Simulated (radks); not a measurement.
The numbers below are computed, except where a source is named.
Spin polarisation of the 5d1 shell in Lu. Start: [Xe] 4f14 5d(up 0.5, down 0.5) 6s2; electrons of 5d are moved from spin down to spin up, other shells keep equal spins. Level of theory: non-relativistic Kohn-Sham, PBE, spin-polarised, spherical densities, point nucleus (a radial shooting solver on a logarithmic mesh with Libxc functionals).

[
 {"moment (Bohr magnetons)": "0", "E - E(0) (eV)": "0.000", "e(5d up) (eV)": "-2.635", "e(5d down) (eV)": "-2.635", "6s down minus up (eV)": "0.000"},
 {"moment (Bohr magnetons)": "0.25", "E - E(0) (eV)": "-0.008", "e(5d up) (eV)": "-2.697", "e(5d down) (eV)": "-2.568", "6s down minus up (eV)": "0.087"},
 {"moment (Bohr magnetons)": "0.5", "E - E(0) (eV)": "-0.032", "e(5d up) (eV)": "-2.754", "e(5d down) (eV)": "-2.497", "6s down minus up (eV)": "0.175"},
 {"moment (Bohr magnetons)": "0.75", "E - E(0) (eV)": "-0.072", "e(5d up) (eV)": "-2.807", "e(5d down) (eV)": "-2.422", "6s down minus up (eV)": "0.262"},
 {"moment (Bohr magnetons)": "1", "E - E(0) (eV)": "-0.128", "e(5d up) (eV)": "-2.855", "e(5d down) (eV)": "-2.343", "6s down minus up (eV)": "0.349"}
]

At moment 1 the spin-polarisation energy is -0.128 eV and the 5d exchange splitting 0.512 eV, that is 0.512 eV per Bohr magneton; E = -I m^2/4 would give I = 0.513 eV.
